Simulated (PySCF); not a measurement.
# ScBr₂: from structure and modes to constants

Computed with UB3LYP/[Sc def2-SVP, Br def2-SVP], no relativity, density fitting, PySCF.

The doublet minimum has C2v symmetry. Masses (u): Sc 44.95591, Br 78.91834.

```xyz
3
charge 0 multiplicity 2, angstrom
Sc    0.0000    0.0000   -0.6512
Br    2.3021    0.0000    0.1856
Br   -2.3021    0.0000    0.1856
```

Harmonic wavenumbers (cm⁻¹): 48.1 (a1, ×1), 232.2 (a1, ×1), 376.7 (b2, ×1).

(1) Find the principal moments of inertia and the rotational constants. What kind of rotor is it?

(2) What is the harmonic zero-point energy?

(3) Find the vibrational entropy and heat capacity at 298.15 K.

Results:

(1) About the centre of mass I = 24.502, 836.51, 861.02 u Å². With B = 16.8576/I this gives 0.688, 0.02015, 0.01958 cm⁻¹. The molecule is an asymmetric top with κ = -1.00.

(2) Half the sum of all 3 wavenumbers, 657/2 = 329 cm⁻¹, which is 3.9 kJ/mol (1 cm⁻¹ = 0.0119627 kJ/mol).

(3) With u = 1.43878 ω/T, each mode gives S = R[u/(eᵘ−1) − ln(1−e⁻ᵘ)] and C = R u² eᵘ/(eᵘ−1)².
| ω (cm⁻¹) | u | S (J/(mol K)) | C (J/(mol K)) |
| --- | --- | --- | --- |
| 48.1 | 0.232 | 20.47 | 8.28 |
| 232.2 | 1.120 | 7.79 | 7.50 |
| 376.7 | 1.818 | 4.40 | 6.36 |
The sums over all modes are S = 32.7 and C = 22.1 J/(mol K); the softest mode gives 63 % of the entropy.

This need not be the most stable arrangement of these atoms. With open d or f shells other occupations or spin states may lie lower.
